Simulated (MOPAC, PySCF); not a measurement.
[Zn(F)2], neutral singlet in the gas phase. 

Cartesian coordinates (Å):
```xyz
3

Zn     0.0000     0.0000     0.0000
F     -1.6270     0.5720     0.2080
F      1.6270    -0.5720    -0.2080
```
Charge 0, spin multiplicity 1.

All levels are single points at this geometry (BP86-D3(BJ)/def2-SVP); Pople sets use spherical d functions. Orbital energies aren't observables, and empty levels follow the basis.

PM6 in MOPAC gives gap (eV) = 11.46.

**Question.** Estimate the gap (eV) from each of these levels: B3LYP-D3(BJ)/def2-TZVP in PySCF; TPSSh-D3(BJ)/def2-TZVP in PySCF; PBE/6-31G* (LANL2DZ on Zn) in PySCF; HF/6-31G* (LANL2DZ on Zn) in PySCF; PM3 in MOPAC.

**Answer.** 
```tsv
level	gap (eV)
B3LYP-D3(BJ)/def2-TZVP in PySCF	7.88
TPSSh-D3(BJ)/def2-TZVP in PySCF	7.04
PBE/6-31G* (LANL2DZ on Zn) in PySCF	5.04
HF/6-31G* (LANL2DZ on Zn) in PySCF	16.70
PM3 in MOPAC	14.37
```
